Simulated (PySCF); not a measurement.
Excitations are Tamm–Dancoff values on a coarser integration grid. The basis has no diffuse functions, so Rydberg states are missing or too high.

Cartesian coordinates (Å):
SMILES: C=CCOC
```xyz
13

C     -2.4537    -0.0357     0.2905
C     -1.3666    -0.2134    -0.4440
C      0.0086    -0.3268     0.1133
O      0.8616     0.5542    -0.5740
C      2.1898     0.4447    -0.1463
H     -2.3962     0.0677     1.3699
H     -3.4399     0.0109    -0.1562
H     -1.4425    -0.3038    -1.5249
H      0.3751    -1.3613    -0.0057
H      0.0049    -0.1064     1.1918
H      2.7833     1.1493    -0.7293
H      2.5825    -0.5699    -0.3054
H      2.2931     0.6906     0.9202
```
Charge 0, spin multiplicity 1.

**Question.** What LUMO, brightest of the four lowest singlets (TDA), HOMO, dipole moment and HOMO–LUMO gap does PBE0-D4/def2-TZVP in PySCF 2.14.0 give?

**Answer.** 
LUMO: 0.14 eV
brightest of the four lowest singlets (TDA): 8.01 eV
HOMO: -7.38 eV
dipole moment: 1.17 D
HOMO–LUMO gap: 7.52 eV
